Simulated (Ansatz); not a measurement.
Cost and result up the ladder for Te(CN)2 (TeC₂N₂) (5 atoms). Charge 0, multiplicity 1. Geometry: B3LYP-D4/def2-SVP.

Cartesian coordinates in Å:
```
Te 0.203 -0.072 1.403
C -1.339 0.660 0.237
N -2.246 1.092 -0.346
C 1.342 -0.661 -0.218
N 2.040 -1.019 -1.075
```

Ansatz on 4 threads of Arm Neoverse V1 on a shared host. Times are rough, and most runs start from the orbitals of an earlier one. r2SCAN0-D4/def2-TZVP serves as the yardstick here, not as an exact answer. Differences are given only for rows in sets of like size (and for xTB, whose basis is part of the method), since another set adds its own error. Binding counts from free atoms at the same level (Te triplet, C triplet, N quartet; other spins of the atoms weren't run), without zero-point energy or a counterpoise term.

In the def2 sets Te takes a core potential; there is no spin–orbit coupling. Correlated methods freeze 8 core orbitals; core or outer-core shells of Te are correlated, in sets that lack core-valence functions.

Correlated methods converge slowly with the basis.

```csv
level,functions,wall time,binding energy per atom (eV),difference from r2SCAN0-D4/def2-TZVP (eV)
PBE-D4/def2-SVP,82,0.55 s,4.93,–
LDA (SPW92)/def2-TZVP,174,0.8 s,5.53,1.25
PBE0-D4/def2-SVP,82,0.9 s,4.59,–
BLYP-D4/def2-TZVP,174,1.3 s,4.77,0.49
HF/def2-TZVP,174,1.6 s,2.50,-1.78
MP2/def2-TZVP,174,1.8 s,4.65,0.37
PBE-D4/def2-TZVPD,207,2 s,4.93,0.65
BHLYP-D4/def2-TZVP,174,2.3 s,4.19,-0.08
PBE0-D4/def2-TZVPD,207,2.6 s,4.60,0.32
r2SCANh-D4/def2-TZVP,174,3 s,4.42,0.15
r2SCAN0-D4/def2-TZVP,174,3.1 s,4.28,0.00
PBE-QIDH/def2-TZVP,174,3.3 s,4.49,0.21
r2SCAN-D4/def2-TZVPD,207,3.5 s,4.52,0.25
CCSD(T)/def2-TZVPP,174,57 s,4.38,0.10
```
